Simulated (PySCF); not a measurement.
Zn(Et)(NH2) (C2H7NZn), SMILES C[CH2][Zn][NH2].

Geometry: B3LYP-D3(BJ)/def2-SVP. The structure was generated by enumeration; whether it is a known compound was not checked. The values are those of a single conformer.

Two levels are set side by side: TDA-PBE/def2-SVPD (PySCF) and TDA-PBE0/def2-SVPD (PySCF). Vertical, same geometry. The lowest singlet is HOMO→LUMO+1 67 %, HOMO→LUMO 30 % with PBE and HOMO→LUMO 90 % with the other functional; states are paired by order. Differences are taken from unrounded values.

```csv
quantity,TDA-PBE0,TDA-PBE,TDA-PBE minus TDA-PBE0
lowest singlet excitation (eV),5.29,4.70,-0.58
lowest triplet excitation (TDA) (eV),4.69,4.23,-0.46
first bright state (f over 0.05) (eV),5.29,5.87,0.58
its oscillator strength,0.08,0.07,-0.01
```

A lower first singlet is the usual sign of a functional without exact exchange. Differences between two approximate levels are no errors against the true value.

Rough cost on one machine, each run with all the roots and properties that it gave: TDA-PBE0 against TDA-PBE about 2 times.
